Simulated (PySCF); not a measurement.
**How methods differ on the excitation energy of Ge**

Ge [Ar] 3d10 4s2 4p2 (3P) → Ge [Ar] 3d10 4s1 4p2 4d1 (high-spin determinant), as a difference of total energies. All numbers are calculated (PySCF 2.14, the spin-free X2C one-electron Hamiltonian (Gaussian nucleus), in aug-cc-pVQZ-DK (8s7p5d3f2g, 93 functions)). Correlated levels: valence: [Ar] 3d10 frozen. The calculations carry no spin-orbit coupling.

```tsv
method	excitation energy (eV)
UHF	10.881
LDA	12.994
PBE	12.644
PBE0	12.440
r2SCAN	12.440
BLYP	13.012
CAM-B3LYP	13.077
B2PLYP	12.618
LC-wPBE	12.697
MP2 (valence)	11.923
SCS-MP2 (valence)	12.276
```

How much does correlation contribute at MP2 (valence)?

11.923 − (10.881) = 1.042 eV, measured against UHF.

A first-order spin-orbit estimate (lowest level to lowest level, LS coupling) adds 0.008 eV.

The upper state lies above the first ionisation limit, but in LS coupling its spin forbids autoionisation to the ground ion.

The promoted electron is Rydberg-like, and one or two diffuse shells describe it only roughly, which tends to raise the upper state.

The determinant of the upper state mixes LS terms, which raises its energy above the lowest term, most at the Hartree-Fock and MP2 levels.
